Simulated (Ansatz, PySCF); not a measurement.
C2H10FNSi2, SMILES [SiH2](C[SiH2]F)CN.

Geometry optimised at B3LYP-D3(BJ)/def2-SVP. The structure was generated by enumeration, and PubChem lists no compound with its InChIKey, so it may never have been made. One conformer was computed; it need not be the lowest.

Vertical ionisation energy (IE) and electron affinity (EA) in eV. Rows of orbital energies are one-electron estimates. Where ΔSCF, EOM or ADC give a negative EA the extra electron is unbound and the value depends on the basis.

```json
[
 {"level": "−ε(HOMO), −ε(LUMO), HF/def2-TZVP (PySCF)", "IE": "10.51", "EA": "-3.15"},
 {"level": "−ε(HOMO), −ε(LUMO), PBE/def2-TZVP (PySCF)", "IE": "?", "EA": "?"},
 {"level": "ΔSCF, PBE0/def2-SVPD (Ansatz), final states of multiplicity 2 and 2", "IE": "9.18", "EA": "-1.48"},
 {"level": "ΔSCF, PBE/def2-SVPD (Ansatz), final states of multiplicity 2 and 2", "IE": "8.83", "EA": "-1.22"}
]
```

**Question.** What belongs in the gaps? (The exact figures need the calculation; the answer reports its results.)

**Answer.** 
- −ε(HOMO), −ε(LUMO), PBE/def2-TZVP (PySCF), IE: 5.50
- −ε(HOMO), −ε(LUMO), PBE/def2-TZVP (PySCF), EA: 0.60

**Question.** What vertical singlet–triplet gap does ΔSCF give with PBE0/def2-SVPD (Ansatz, a first-principles code) and with PBE/def2-SVPD (Ansatz)? (An estimate is asked for; the answer gives what the named calculation found.)

**Answer.** 5.84 and 5.57 eV (triplet above singlet where positive).
